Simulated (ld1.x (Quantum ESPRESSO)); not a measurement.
He, PAW: configuration errors across variants

```json
{
  "Element": "He",
  "Generator": "ld1.x (Quantum ESPRESSO) 7.5",
  "Type": "PAW",
  "Functional": "LDA (PZ)",
  "Relativity": "scalar-relativistic",
  "Frozen core": "none",
  "Valence charge": "2",
  "Reference configuration": "1s2",
  "Partial waves": "1s (bound): rcut 0.50, rcutus 0.55 bohr; 1s channel at -0.8 Ry: rcut 0.50, rcutus 0.55 bohr; 2p channel at 0.5 Ry: rc 0.45 bohr",
  "Local potential": "the p channel",
  "Core correction": "none",
  "Augmentation charge": "PSQ, inside the norm-conserving radii"
}
```

All-electron excitation energies from the reference (eV): (1) 1s1 26.485; (2) 1s1.5 10.375; (3) 1s1 spin 24.284; (4) 1s1.5 spin 10.024.

Spin tests fill each open shell by Hund’s rule, majority spin first.

1 further variants failed, have other tests or too few solved ones, and are left out.

Errors AE − PS in meV (a dash: test not solved or not reliable):

| change | (1) | (2) | (3) | (4) | bound ghosts |
| --- | --- | --- | --- | --- | --- |
| base | +0.3 | 0.0 | +0.8 | +0.1 | none |
| type TM semilocal; waves now 2p channel at 0.5 Ry: rc 0.45 bohr; 1s (bound): rc 0.55 bohr; local potential the s channel | +2.7 | +0.1 | -5.0 | -1.0 | none |
| augmentation BESSEL, radius 0.35 bohr | +0.3 | 0.0 | +0.8 | +0.1 | none |
| waves 1s (bound): rcut 0.46, rcutus 0.48 bohr; 1s channel at -0.8 Ry: rcut 0.46, rcutus 0.48 bohr | +0.4 | 0.0 | +1.2 | +0.1 | none |
| wave 2p channel at 0.5 Ry: rc 0.45 bohr becomes 2p channel at 0.5 Ry: rc 0.44 bohr | +0.3 | 0.0 | +0.8 | +0.1 | none |

Question: Give the same row for: wave 1s channel at -0.8 Ry: rcut 0.50, rcutus 0.55 bohr becomes 1s channel at -0.99 Ry: rcut 0.50, rcutus 0.55 bohr.

Answer: +1.4, +0.3, +2.7, +0.5; bound ghosts: none.
